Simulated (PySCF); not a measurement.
Zr(Cl)3(OH) cation (Cl3HOZr), SMILES [OH][Zr]([Cl])([Cl])[Cl] (connectivity only; charge and spin as stated), charge +1, multiplicity 2. Atoms are numbered in the order given.

```xyz
6

Zr    -0.2159    -0.3129     0.0000
Cl     0.9449    -0.3700    -2.0420
Cl     0.9449    -0.3700     2.0420
Cl    -0.3400     2.1041     0.0000
O     -1.8723    -1.1374     0.0000
H     -2.7347    -1.5759     0.0000
```
Charge +1, spin multiplicity 2.

The structure is a stationary point at PBE0-D3(BJ)/def2-SVP. A frequency run showed that this geometry is not a minimum. The multiplicity is an assumed one; no other spin state was optimised. The isomer is the one that the SMILES or the coordinates give; other isomers of the formula were not compared. The def2 effective core potentials stand for the cores of Zr; spin–orbit coupling is left out. One conformer was computed; it need not be the lowest.

The numbers are results of r2SCAN/def2-TZVP (PySCF), not measurements.

ESP charges are fitted to the potential on shells at 1.4 to 2.0 van der Waals radii. Atomic charges (e):

```
atom  Mulliken  Löwdin  ESP fit  Mulliken spin
----  --------  ------  -------  -------------
Zr1       1.55   -0.02     0.87          -0.11
Cl2      -0.14    0.30     0.04           0.28
Cl3      -0.14    0.30     0.04           0.28
Cl4      -0.01    0.39     0.08           0.53
O5       -0.65   -0.19    -0.49           0.02
H6        0.39    0.21     0.45           0.00
```
